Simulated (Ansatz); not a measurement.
Reaction (ligand exchange at a Ge–O bond): `F[SiH2][O][GeH3]` + `N[SiH](O)O` → `O[SiH](O)[NH][GeH3]` + `O[SiH2]F`

Calculated with Ansatz (gas phase, PBE0-D4/def2-TZVP geometries, no zero-point term in ΔE). CCSD(T)/CBS is the MP2 limit (def2-TZVPP, def2-QZVPP) plus CCSD(T) − MP2 in def2-TZVPP, frozen cores. This one scheme is used for every species. For Ge outer-core shells are correlated without core-valence functions, which leaves a few kJ/mol of doubt a bond. Scalar relativity is left out up to krypton. One conformer a species, not always the lowest.

`F[SiH2][O][GeH3]`:

Z-matrix (Å, degrees):
```
Si
O 1 1.614
F 1 1.598 2 110.3
H 1 1.483 2 111.3 3 117.5
H 1 1.477 2 108.6 3 -117.6
Ge 2 1.782 1 136.3 3 -67.1
H 6 1.532 2 105.5 1 -147.5
H 6 1.533 2 107.5 1 92.8
H 6 1.537 2 108.1 1 -27.7
```

`N[SiH](O)O`:

```xyz
9

N     1.027   -0.706   -0.171
Si   -0.564   -0.091    0.000
O    -0.787    1.008   -1.196
O    -0.701    0.474    1.533
H     1.409   -1.305    0.545
H     1.359   -0.983   -1.081
H    -1.695   -1.026   -0.148
H    -0.076    1.632   -1.353
H     0.028    0.997    1.871
```

`O[SiH](O)[NH][GeH3]`:

```xyz
12

O    -0.675    1.325   -1.389
Si   -0.947   -0.174   -0.787
O    -2.144    0.067    0.318
N     0.488   -0.801   -0.125
Ge    1.671    0.095    0.970
H    -1.394    1.951   -1.298
H    -1.389   -1.129   -1.833
H    -2.396   -0.681    0.860
H     0.843   -1.648   -0.542
H     2.200   -0.892    2.027
H     2.857    0.654    0.165
H     0.887    1.232    1.634
```

`O[SiH2]F`:

Cartesian coordinates in Å:
```
O -0.955 -0.646 -0.540
Si 0.160 0.190 0.306
F 0.515 1.565 -0.422
H -0.700 -1.058 -1.366
H -0.456 0.504 1.608
H 1.436 -0.555 0.414
```

| species | MP2/CBS(def2) energy (Eh) |
| --- | --- |
| `F[SiH2][O][GeH3]` | -2543.23423 |
| `N[SiH](O)O` | -497.23256 |
| `O[SiH](O)[NH][GeH3]` | -2574.53035 |
| `O[SiH2]F` | -465.92671 |

(1) Work out ΔE.

Largest T1 diagnostic among the species: 0.012.

Answers

(1) ΔE = (-2574.53035) + (-465.92671) − (-2543.23423) − (-497.23256) = 0.00973 Eh = +0.26 eV. CCSD(T)/CBS gives +0.27 eV.

The D4 term adds −0.04 eV with B3LYP and −0.02 eV with PBE0; it sums over pairs of atoms, weighted by their polarisabilities, and B3LYP, whose exchange is more repulsive, gets the larger term. In def2-TZVPP, CCSD(T) changes the Hartree–Fock value by −0.12 eV (the triples alone add −0.01 eV) and MP2 by −0.13 eV.

B3LYP here is the variant with VWN-RPA as its local correlation; programs differ in this.
